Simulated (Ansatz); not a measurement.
A made-up structure of C₂H₃Te (charge +1), singlet:

C1  (-0.250, -0.574, -0.275)
C2  (0.014, 0.515, 0.052)
Te3  (1.278, -0.948, 1.109)
H4  (-0.951, -0.973, -0.951)
H5  (0.630, 1.044, -0.698)
H6  (-0.721, 0.935, 0.763)
(Å)

It is relaxed with PBE-D4/def2-SVP and then PBE0-D4/def2-TZVP (Ansatz 0.2.0). Atoms count as bonded within 1.22 times the sum of their covalent radii (H–H: 0.88 Å). The end point is not checked to be a true minimum.

Problem. Does its bonding change? (Judge from chemistry; the calculation decides.)

Solution. Computed: No: no bond forms or breaks.

Where it ends: The first stage lowers the energy by 2.72 eV in 7 steps. It ends as C₂H₃Te ([CH]1[CH2][Te]1), total charge +1:
```
atom    x (Å)    y (Å)    z (Å)
  C1  -0.2483  -0.7273  -0.2839
  C2   0.0266   0.6335   0.0722
 Te3   1.1700  -1.0441   1.0021
  H4  -0.9130  -1.2806  -0.9396
  H5   0.6077   1.2601  -0.6024
  H6  -0.6429   1.1584   0.7516
```

Labels in which every atom is bracketed show which atoms are joined, not bond orders.

For scale, one of the runs: PBE0-D4/def2-TZVP relaxation, 130 basis functions, launched by `ansatz run in.yaml --threads 2 --pin off --events-out ev --progress --plain --max-ram 4352MiB`. The run took about 14 s on 2 CPU threads of an Intel Xeon Platinum 8488C (shared host).
